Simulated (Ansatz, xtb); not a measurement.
# Relative energy of two isomers of C3H5BO

We compare I, `B/C=C/C=O`, a singlet, with II, `BC(=C)C=O`, a singlet. Both are isolated molecules in the gas phase, relaxed with B3LYP-D3(BJ)/def2-SVP; the shapes shown needn't be the lowest conformers.

I (Å):

```yaml
atoms:
  - { symbol: C, position_ang: [-0.2205, -0.1566, -2.0829] }
  - { symbol: C, position_ang: [0.8092, -0.1941, -1.2059] }
  - { symbol: C, position_ang: [2.2153, -0.3936, -1.6316] }
  - { symbol: B, position_ang: [-1.6865, 0.0524, -1.6242] }
  - { symbol: O, position_ang: [3.1492, -0.4303, -0.8656] }
  - { symbol: H, position_ang: [-2.5928, 0.0825, -2.4183] }
  - { symbol: H, position_ang: [-1.9170, 0.1864, -0.4474] }
  - { symbol: H, position_ang: [0.0304, -0.2825, -3.1457] }
  - { symbol: H, position_ang: [0.6525, -0.0775, -0.1275] }
  - { symbol: H, position_ang: [2.3575, -0.5111, -2.7380] }
```

II (Å):

| atom | x (Å) | y (Å) | z (Å) |
| --- | --- | --- | --- |
| C | 0.5972 | -0.3230 | -0.2747 |
| C | 1.8988 | 0.0465 | -0.2741 |
| C | 0.3049 | -1.7782 | -0.0968 |
| B | -0.5331 | 0.7291 | -0.4535 |
| O | -0.7983 | -2.2654 | -0.0743 |
| H | -0.2223 | 1.8868 | -0.5924 |
| H | -1.6914 | 0.4114 | -0.4554 |
| H | 2.1979 | 1.0911 | -0.3985 |
| H | 2.7076 | -0.6860 | -0.1489 |
| H | 1.2184 | -2.4241 | 0.0208 |

Estimate which is lower in electronic energy at CCSD(T)/def2-SVP + ΔMP2/def2-TZVPP, and by roughly how much.

Too close to call at this level: CCSD(T)/def2-SVP + ΔMP2/def2-TZVPP gives E(II) − E(I) = +0.09 kcal/mol.

How the difference moves with the method:

```tsv
level	geometry	E(II) − E(I) (kcal/mol)	departure from the last row (kcal/mol)	job, with rough time for the two
GFN2-xTB	GFN2-xTB	+1.64	+1.55	optimisation, 0.43 s
HF/STO-3G	GFN2-xTB	+0.84	+0.75	single point, 0.61 s
r2SCAN-D4/def2-SVP	GFN2-xTB	+0.16	+0.08	single point, 5.2 s
B3LYP-D3(BJ)/def2-SVP	B3LYP-D3(BJ)/def2-SVP	+0.11	+0.03	optimisation, 39 s
HF/def2-SVP	B3LYP-D3(BJ)/def2-SVP	−0.49	−0.57	part of the CCSD(T) run
MP2/def2-SVP	B3LYP-D3(BJ)/def2-SVP	−0.31	−0.40	part of the CCSD(T) run
CCSD(T)/def2-SVP	B3LYP-D3(BJ)/def2-SVP	−0.35	−0.44	single point
CCSD(T)/def2-SVP + ΔMP2/def2-TZVPP	B3LYP-D3(BJ)/def2-SVP	+0.09		single point, 32 s
```

As drawn, both hold the same kinds of bond in the same numbers.

The largest departure from CCSD(T)/def2-SVP + ΔMP2/def2-TZVPP is that of GFN2-xTB, 1.55 kcal/mol. The last row adds to CCSD(T) the change of the MP2 difference between the two basis sets, here +0.44 kcal/mol.

With harmonic frequencies from B3LYP-D3(BJ)/def2-SVP (ideal gas, rigid rotor, one conformer each, 298.15 K, 1 atm): on the last row, ΔE + ΔZPE = +0.07, ΔH = −0.03, ΔG = +0.17 kcal/mol.

The correlated steps freeze 5 core orbitals. Run with Ansatz 0.2.0, xtb 6.7.1; the last row on 2 threads of AMD EPYC 7R43 64-Core Processor (Zen 3) on a shared host.
